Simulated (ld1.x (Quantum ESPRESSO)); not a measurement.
aluminium (Al), ultrasoft: configuration errors across variants

Al, ultrasoft, made with ld1.x (Quantum ESPRESSO) 7.5 (Wu–Cohen, scalar-relativistic). Core [Ne], reference 3s1.75 3p1.25. Waves: 3s (bound): rcut 1.70, rcutus 2.30 bohr; 3s channel at 1.1 Ry: rcut 1.70, rcutus 2.30 bohr; 3p (bound): rcut 2.25, rcutus 2.45 bohr; 3p channel at 0.1 Ry: rcut 2.25, rcutus 2.45 bohr. Local part: all-electron potential smoothed inside 1.80 bohr (lloc = -1). Core correction: none. Augmentation charge: PSQ, inside the norm-conserving radii.

All-electron excitation energies from the reference (eV): (1) 3s2 3p1 -1.266; (2) 3s2 3p0 4.472; (3) 3s1 3p0 23.665; (4) 3s2 3p0.5 0.806; (5) 3s2 3p1.3 -1.830; (6) 3s1 3p1 10.274; (7) 3s1 3p2 3.863.

3 further variants failed, have other tests or another functional or relativity, and are left out.

Errors AE − PS in meV (a dash: test not solved or not reliable):

```tsv
change	(1)	(2)	(3)	(4)	(5)	(6)	(7)	bound ghosts
base	+0.4	-0.4	-11	+0.5	+0.2	+2.0	+3.6	none
local potential all-electron potential smoothed inside 1.85 bohr (lloc = -1)	+0.4	-0.4	-11	+0.5	+0.2	+2.0	+3.6	none
local potential all-electron potential smoothed inside 2.84 bohr (lloc = -1)	+0.4	-0.4	-11	+0.4	+0.2	+2.0	+3.6	none
waves 3p (bound): rcut 2.25, rcutus 2.40 bohr; 3p channel at 0.1 Ry: rcut 2.25, rcutus 2.40 bohr	+0.4	-0.4	-11	+0.5	+0.2	+2.0	+3.6	none
```

(1) Give the same row for: type PAW; local potential all-electron potential smoothed inside 2.40 bohr (lloc = -2); core correction a·sin(br)/r model core, default radius (ld1.x builds one for every PAW set, though the input has nlcc=.false.).

## Answers

(1) -0.1, -0.1, -17, +0.1, -0.1, -3.3, -0.9; bound ghosts: none.
